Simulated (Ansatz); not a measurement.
Reaction (ligand exchange at the Si–N bond): `CN([SiH3])[SiH3]` + `[OH][AlH][CH2]F` → `F[CH2][AlH][O][SiH3]` + `CN[SiH3]`

Calculated with Ansatz (gas phase, PBE0-D4/def2-TZVP geometries, no zero-point term in ΔE). CCSD(T)/CBS is the MP2 limit (def2-TZVPP, def2-QZVPP) plus CCSD(T) − MP2 in def2-TZVPP, frozen cores. One conformer a species, not always the lowest.

`CN([SiH3])[SiH3]`:

Z-matrix (Å, degrees):
```
C
N 1 1.462
H 1 1.095 2 110.8
H 1 1.095 2 110.8 3 118.5
H 1 1.096 2 112.4 3 -120.7
Si 2 1.725 1 116.8 3 -153.2
Si 2 1.725 1 116.8 3 34.8
H 6 1.492 2 112.4 1 -64.1
H 6 1.483 2 108.6 1 175.1
H 6 1.490 2 109.5 1 54.5
H 7 1.483 2 108.6 1 -175.2
H 7 1.492 2 112.4 1 64.1
H 7 1.490 2 109.5 1 -54.5
```

`[OH][AlH][CH2]F`:

Z-matrix (Å, degrees):
```
C
Al 1 1.975
F 1 1.401 2 110.2
H 1 1.097 2 112.4 3 -120.2
H 1 1.097 2 112.4 3 120.2
O 2 1.696 1 114.3 3 179.8
H 2 1.582 1 124.2 3 -0.1
H 6 0.955 2 124.3 1 180.0
```

`F[CH2][AlH][O][SiH3]`:

```xyz
11

F    -1.527   -1.467   -0.057
C    -0.357   -1.949   -0.654
Al    1.069   -0.580   -0.599
O     0.716    0.902    0.113
Si   -0.219    1.999    0.872
H    -0.071   -2.871   -0.131
H    -0.605   -2.252   -1.679
H     2.511   -0.829   -1.195
H    -1.401    2.342    0.037
H    -0.687    1.469    2.180
H     0.571    3.235    1.113
```

`CN[SiH3]`:

Z-matrix (Å, degrees):
```
C
N 1 1.447
H 1 1.093 2 109.5
H 1 1.094 2 110.9 3 -117.8
H 1 1.098 2 113.8 3 120.2
Si 2 1.716 1 123.0 3 -36.9
H 2 1.007 1 113.6 3 170.5
H 6 1.486 2 107.4 1 175.3
H 6 1.488 2 108.6 1 55.3
H 6 1.496 2 115.3 1 -64.3
```

```csv
species,MP2/def2-TZVPP energy (Eh)
`CN([SiH3])[SiH3]`,-676.16181
`[OH][AlH][CH2]F`,-457.29865
`F[CH2][AlH][O][SiH3]`,-747.57055
`CN[SiH3]`,-385.90894
```

Problem. Work out ΔE.

Solution. ΔE = (-747.57055) + (-385.90894) − (-676.16181) − (-457.29865) = -0.01903 Eh = -11.9 kcal/mol. CCSD(T)/CBS gives -12.3 kcal/mol.

Largest T1 diagnostic among the species: 0.012.

In def2-TZVPP, CCSD(T) changes the Hartree–Fock value by +5.5 kcal/mol (the triples alone add +0.9 kcal/mol) and MP2 by +5.9 kcal/mol. From PBE to PBE0 (25 % exact exchange), in def2-TZVPP and without D4, ΔE moves by −0.8 kcal/mol. The D4 term adds +1.5 kcal/mol with B3LYP and +0.8 kcal/mol with PBE0; it sums over pairs of atoms, weighted by their polarisabilities, and B3LYP, whose exchange is more repulsive, gets the larger term.

B3LYP here is the variant with VWN-RPA as its local correlation; programs differ in this.
